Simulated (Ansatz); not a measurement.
The same ligand exchange along the group F, Cl, Br.

Gas-phase electronic energies from Ansatz, PBE0-D4/def2-TZVP geometries. CBS: MP2 limit from def2 TZ/QZ plus the TZ coupled-cluster correction, frozen cores. This one scheme is used for every species. For Br outer-core shells are correlated without core-valence functions, which leaves a few kJ/mol of doubt a bond. Scalar relativity is left out up to krypton. One conformer a species, not always the lowest.

| reaction | CCSD(T)/CBS(def2) (kcal/mol) |
| --- | --- |
| `C[SiH2][SiH2]F` + `CBN` → `CBN[SiH2]C` + `F[SiH3]` | ? |
| `C[SiH2][SiH2]Cl` + `CBN` → `CBN[SiH2]C` + `[SiH3]Cl` | -10.6 |
| `C[SiH2][SiH2]Br` + `CBN` → `CBN[SiH2]C` + `[SiH3]Br` | -9.8 |

Problem. Fill in the missing values. (Estimate.)

Solution. The calculation gave: `C[SiH2][SiH2]F` + `CBN` → `CBN[SiH2]C` + `F[SiH3]`: -12.8 kcal/mol.

Largest T1 diagnostic: 0.012, for `C[SiH2][SiH2]F`.
